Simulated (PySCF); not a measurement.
All of these have the formula C3H12BN. Theory: TDDFT PBE0/def2-SVPD, vertical, gas phase, core orbitals frozen in the response in PySCF. Geometries: PBE0-D3(BJ)/def2-SVP; one conformer of each isolated species. Triplets are in the Tamm–Dancoff approximation.

A. `[BH3-][NH2+]C(C)C`
B. `CC(C)[BH2-][NH3+]`
C. `[BH3-][NH2+]CCC`

Lowest singlet levels (six at most, fewer where fewer were computed) with oscillator strengths:

1. 190 nm (f 0.012); 189 nm (f 0.010); 164 nm (f 0.002); 163 nm (f 0.001); 161 nm (f 0.004); 161 nm (f 0.005)
2. 189 nm (f 0.011); 187 nm (f 0.011); 161 nm (f 0.001); 160 nm (f 0.003); 159 nm (f 0.004); 158 nm (f 0.013); T1 6.46 eV
3. 213 nm (f 0.004); 204 nm (f 0.005); 171 nm (f 0.006); 168 nm (f 0.025); 166 nm (f 0.016); 165 nm (f 0.042)

Task: Which spectrum belongs to which structure?

Result: 1 = C, 2 = A, 3 = B.
- A: S1 at 6.57 eV, HOMO→LUMO (93%); Löwdin shares by element: HOMO hydrogen 47% or more, boron 41%; LUMO hydrogen 23% or more, carbon 16% or more, boron 12% (atoms not listed hold the other 49%); HOMO -7.57 and LUMO 0.04 eV.
- B: S1 at 5.82 eV, HOMO→LUMO (99%); Löwdin shares by element: HOMO carbon 45%, boron 26% (atoms not listed hold the other 29%); LUMO hydrogen 32% or more, boron 21%, nitrogen 14% (atoms not listed hold the other 33%); HOMO -7.12 and LUMO -0.24 eV.
- C: S1 at 6.53 eV, HOMO→LUMO (53%), HOMO-1→LUMO (42%); Löwdin shares by element: HOMO (one of a set within 0.03 eV) hydrogen 48% or more, boron 42%; LUMO hydrogen 22% or more, carbon 14% or more, boron 12% (atoms not listed hold the other 52%); HOMO -7.60 and LUMO 0.00 eV.
A and C have S1 within 0.04 eV of each other; their strongest listed levels stand at 7.84 eV (f 0.013) and 6.53 eV (f 0.012).

Without π bonds the low states are Rydberg-like; a valence basis with one diffuse set may place them up to an eV too high.
